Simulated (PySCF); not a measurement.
H₂Cl₂Si, triplet, geometry from GFN2-xTB (a higher spin typed on purpose: for a closed-shell molecule this is an excited state); PySCF with BHANDHLYP/6-31G*.

The PySCF input:
```python
from pyscf import gto, scf, dft

mol = gto.Mole()
mol.atom = '''
    Si   -0.004989   -0.222946   -0.215868
    Cl    2.170841   -0.048922    0.184307
    Cl   -2.170866    0.185619    0.042426
    H     0.019535    0.859563    0.823128
    H     0.050739   -0.062167   -1.655437
'''
mol.basis = '6-31g*'
mol.charge = 0
mol.spin = 2
mol.verbose = 4
mol.build()

mf = dft.UKS(mol)
mf.xc = 'bhandhlyp'
mf.kernel()
mf.analyze()
```

Task: What does PySCF print? Leave out banner, timings and long lists.

Result: 
```
PySCF version 2.14.0

[INPUT] verbose = 4
[INPUT] num. atoms = 5
[INPUT] num. electrons = 50
[INPUT] charge = 0
[INPUT] spin (= nelec alpha-beta = 2S) = 2
[INPUT] symmetry False subgroup None
[INPUT] Mole.unit = angstrom
[INPUT] Symbol           X                Y                Z      unit          X                Y                Z       unit  Magmom
[...]
nuclear repulsion = 172.748936584204
number of shells = 28
number of NR pGTOs = 161
number of NR cGTOs = 58
basis = 6-31g*
ecp = {}

******** <class 'pyscf.dft.uks.UKS'> ********
method = UKS
initial guess = minao
damping factor = 0
level_shift factor = 0
DIIS = <class 'pyscf.scf.diis.CDIIS'>
diis_start_cycle = 1
diis_space = 8
diis_damp = 0
SCF conv_tol = 1e-09
SCF conv_tol_grad = None
SCF max_cycles = 50
direct_scf = True
direct_scf_tol = 1e-13
number electrons alpha = 26  beta = 24
XC library pyscf.dft.libxc version 7.1.2
    S. Lehtola, C. Steigemann, M. J. T. Oliveira, and M. A. L. Marques,  SoftwareX 7, 1–5 (2018)
XC functionals = bhandhlyp
    A. D. Becke,  J. Chem. Phys. 98, 1372 (1993)
    Defined through Gaussian implementation.
radial grids:
    Treutler-Ahlrichs [JCP 102, 346 (1995); DOI:10.1063/1.469408] (M4) radial grids

becke partition: Becke, JCP 88, 2547 (1988); DOI:10.1063/1.454033
pruning grids: <function nwchem_prune>
grids dens level: 3
symmetrized grids: False
atomic radii adjust function: <function treutler_atomic_radii_adjust>
small_rho_cutoff = 0
Set gradient conv threshold to 3.16228e-05
tot grids = 76560
init E= -1211.0019886703

cycle= 1 E= -1210.89772174368  delta_E= 0.104  |g|= 0.241  |ddm|= 1.51
cycle= 2 E= -1210.91428768232  delta_E= -0.0166  |g|= 0.222  |ddm|= 0.639
cycle= 3 E= -1210.94834529453  delta_E= -0.0341  |g|= 0.0175  |ddm|= 0.293
cycle= 4 E= -1210.94891229876  delta_E= -0.000567  |g|= 0.00462  |ddm|= 0.0565
cycle= 5 E= -1210.94896707572  delta_E= -5.48e-05  |g|= 0.00173  |ddm|= 0.0163
cycle= 6 E= -1210.94897892798  delta_E= -1.19e-05  |g|= 0.000908  |ddm|= 0.0081
cycle= 7 E= -1210.94898365052  delta_E= -4.72e-06  |g|= 0.000488  |ddm|= 0.00557
cycle= 8 E= -1210.94898589691  delta_E= -2.25e-06  |g|= 0.000241  |ddm|= 0.00487
cycle= 9 E= -1210.94898650866  delta_E= -6.12e-07  |g|= 9.18e-05  |ddm|= 0.00309
cycle= 10 E= -1210.94898657272  delta_E= -6.41e-08  |g|= 3.57e-05  |ddm|= 0.00103
cycle= 11 E= -1210.94898657828  delta_E= -5.56e-09  |g|= 1.45e-05  |ddm|= 0.000302
cycle= 12 E= -1210.94898657872  delta_E= -4.43e-10  |g|= 5.56e-06  |ddm|= 7.79e-05
[...]
converged SCF energy = -1210.94898657875  <S^2> = 2.0130402  2S+1 = 3.0086809
Total Energy =                       -1210.948986578752965
[...]
spin_pop of  0 Si 4py       0.00230
spin_pop of  0 Si 4pz       0.00195
spin_pop of  0 Si 3dxy     -0.00150
spin_pop of  0 Si 3dyz      0.00293
spin_pop of  0 Si 3dz^2     0.00001
spin_pop of  0 Si 3dxz     -0.00120
spin_pop of  0 Si 3dx2-y2    0.00634
spin_pop of  1 Cl 1s       -0.00000
spin_pop of  1 Cl 2s       -0.00000
spin_pop of  1 Cl 3s        0.00333
spin_pop of  1 Cl 4s        0.00037
spin_pop of  1 Cl 2px       0.00001
spin_pop of  1 Cl 2py       0.00000
spin_pop of  1 Cl 2pz       0.00000
spin_pop of  1 Cl 3px       0.26867
spin_pop of  1 Cl 3py       0.11041
spin_pop of  1 Cl 3pz       0.04590
spin_pop of  1 Cl 4px       0.00072
spin_pop of  1 Cl 4py       0.00035
spin_pop of  1 Cl 4pz      -0.00020
spin_pop of  1 Cl 3dxy      0.00018
spin_pop of  1 Cl 3dyz     -0.00000
spin_pop of  1 Cl 3dz^2    -0.00009
spin_pop of  1 Cl 3dxz      0.00013
spin_pop of  1 Cl 3dx2-y2   -0.00006
spin_pop of  2 Cl 1s       -0.00000
spin_pop of  2 Cl 2s       -0.00000
spin_pop of  2 Cl 3s        0.00333
spin_pop of  2 Cl 4s        0.00037
spin_pop of  2 Cl 2px       0.00001
spin_pop of  2 Cl 2py       0.00000
spin_pop of  2 Cl 2pz       0.00000
spin_pop of  2 Cl 3px       0.27134
spin_pop of  2 Cl 3py       0.09168
spin_pop of  2 Cl 3pz       0.06195
spin_pop of  2 Cl 4px       0.00063
spin_pop of  2 Cl 4py       0.00043
spin_pop of  2 Cl 4pz      -0.00018
spin_pop of  2 Cl 3dxy      0.00019
spin_pop of  2 Cl 3dyz      0.00000
spin_pop of  2 Cl 3dz^2    -0.00006
spin_pop of  2 Cl 3dxz      0.00008
spin_pop of  2 Cl 3dx2-y2   -0.00005
spin_pop of  3 H 1s        0.31959
spin_pop of  3 H 2s        0.00122
spin_pop of  4 H 1s        0.01299
spin_pop of  4 H 2s        0.00015
 ** Mulliken Spin Density (per atom)  **
spin density of  0 Si =      0.80661
spin density of  1 Cl =      0.42971
spin density of  2 Cl =      0.42972
spin density of  3 H =      0.32082
spin density of  4 H =      0.01313
 ** Mulliken pop alpha/beta on meta-lowdin orthogonal AOs **
 ** Mulliken pop       alpha | beta **
In total            26.00000 | 24.00000
 ** Mulliken atomic charges   ( Nelec_alpha | Nelec_beta ) **
charge of  0Si =      0.44137  (     7.18262      6.37601 )
charge of  1Cl =     -0.21303  (     8.82137      8.39166 )
charge of  2Cl =     -0.21302  (     8.82137      8.39165 )
charge of  3H =      0.05487  (     0.63297      0.31216 )
charge of  4H =     -0.07020  (     0.54167      0.52853 )
Dipole moment(X, Y, Z, Debye):  0.01830,  0.16424, -0.29062
```
